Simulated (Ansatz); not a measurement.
Born–Oppenheimer molecular dynamics of ClGe2H6 (9 atoms, charge 0, multiplicity 2). It starts at the highest image of a converged band. Of that band: Neighbouring images differ by up to 1.3 eV, so the band resolves the path poorly. A vibrational analysis at the climbing image gives one clearly imaginary mode, 1590i cm⁻¹: a first-order saddle point.

All numbers below come from UHF/def2-SVP (Ansatz 0.2.0).

```json
{
 "ensemble": "NVE (velocity Verlet)",
 "time step": "0.5 fs",
 "steps asked": "200",
 "starting velocities drawn for": "300 K",
 "seed": "4535"
}
```

First frame:

```xyz
9
Properties=species:S:1:pos:R:3
Ge 0.123 0.032 -0.040
Cl -0.205 -0.076 2.406
H 1.638 0.127 -0.247
Ge -1.126 2.001 -0.799
H -2.616 1.780 -0.520
H -0.632 3.228 -0.027
H -0.921 2.233 -2.303
H -0.402 -1.299 -0.589
H -0.379 -0.187 3.983
```

Q: What does the run give?

A: All steps were run.

* steps done: 200
* time covered: 100 fs
* mean temperature over the second half: 1582 K
* spread of the potential energy over the second half: 11.1 meV per atom
* mean potential energy of the second half above the start: -129.0 meV per atom

The conserved energy stayed within 0.42 meV per atom of its start (net change 0.047 meV per atom), so the integration is sound. The kinetic energy rose, since the run started high on the potential surface and went downhill. It ends in pieces (ClH + Ge2H5), so much of that is their flight and rotation, not heat. A run of 0.1 ps of so small a system gives no equilibrium averages.

Q: What happens to the structure?

A: Between its relaxed ends the band would form Cl2–H9 and break Ge1–Cl2. These pairs go: Cl2–H9 1.59 → 1.18 Å, Ge1–Cl2 2.47 → 4.83 Å. In the last frame they stand as after the step (other bonds may differ from the relaxed reactants and products). It ends as ClH + Ge2H5. Pairs count as bonded within 1.25 times the sum of covalent radii (0.12 Å more for H–H). Another seed would give other details.

Q: How do temperature and energy run in time?

A: 
```csv
time (fs),T (K),potential energy less start (eV),conserved less start (meV/atom)
0,300,0.000,0.00
5,292,0.008,0.08
10,229,0.066,0.16
15,420,-0.109,0.01
20,606,-0.277,-0.09
25,787,-0.443,-0.26
30,903,-0.545,0.05
35,1010,-0.640,0.27
40,1160,-0.777,0.15
45,1351,-0.950,0.13
50,1374,-0.970,0.15
55,1592,-1.172,-0.24
60,1614,-1.190,-0.08
65,1668,-1.241,-0.31
70,1728,-1.294,-0.21
75,1778,-1.340,-0.29
80,1686,-1.257,-0.30
85,1648,-1.220,-0.06
90,1718,-1.286,-0.34
95,1478,-1.065,0.13
100,1526,-1.109,0.05
```

The run took 5.7 min on 4 threads of Arm Neoverse V1, on a shared host, peak memory 0.39 GiB.
